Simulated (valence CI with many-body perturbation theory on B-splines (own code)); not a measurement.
Results of a calculation; reference values are marked as such.
# Sensitivity of CI+MBPT for Ru30+

Method: configuration interaction combined with many-body perturbation theory (CI+MBPT): four valence electrons over a frozen Dirac-Fock core [Ne], radial functions for each j: 6 s, 6 p, 5 d, 3 f, 1 g, with the one-electron correlation potential Σ1, the two-electron term Σ2, the three-electron term Σ3, Breit, model QED; selected CI, second order for the rest (own B-spline code, finite nucleus).

No measured spectrum was set against this ion. As an estimate, large intervals hold to a few tenths of a per cent, small ones and those within an open d or f shell to about a per cent.

The reference run has the lowest level (3s^2 3p1/2^2) J=0 and an ionisation energy of 1741.33 eV. Its largest variational space holds 9999 state functions.

Levels are named by their leading jj configuration (3d3/2^4 stands for four electrons in 3d with j = 3/2), which in mixed levels can hold well under half, so a name can repeat and another be missing. Letters in brackets count levels of one name in rising energy.

Changed runs:
A. size limit of the variational space 10000 → 1500; second order for the rest on → off
B. scale of Σ1 1 → 1.1
C. Davidson tolerance 2e-05 → 0.001
D. scale of Σ2 1 → -1 (bad on purpose)

Excitation energies of the reference run in cm⁻¹, and shifts in cm⁻¹:

```
                     Level  Reference        A      B  C      D
    (3s^2 3p1/2 3p3/2) J=1     207432     +266    +38  0   -769
    (3s^2 3p1/2 3p3/2) J=2     245723     +624    +39  0   -404
        (3s^2 3p3/2^2) J=2     481566     +468    +77  0   -979
        (3s^2 3p3/2^2) J=0     570109      +27    +77  0    -48
    (3s 3p1/2^2 3p3/2) J=2     791017    +1177   -104  0  -2331
    (3s 3p1/2^2 3p3/2) J=1     918140    +1099   -102  0   +430
(3s 3p1/2 3p3/2^2) J=2 [a]     994057    +1101    -74  0  -2310
    (3s 3p1/2 3p3/2^2) J=3    1054610    +1234    -68  0  -1773
    (3s^2 3p1/2 3d3/2) J=2    1091810    +1618    -89  0   +786
    (3s 3p1/2 3p3/2^2) J=0    1138820     +9.5    -69  0   -382
(3s 3p1/2 3p3/2^2) J=1 [a]    1161220    +1006    -68  0   +861
(3s 3p1/2 3p3/2^2) J=2 [b]    1199870    +1619    -70  0  +1941
    Ionisation energy (eV)    1741.33  -0.0018  +0.09  0  +0.14
```

No effect on these energies: C.
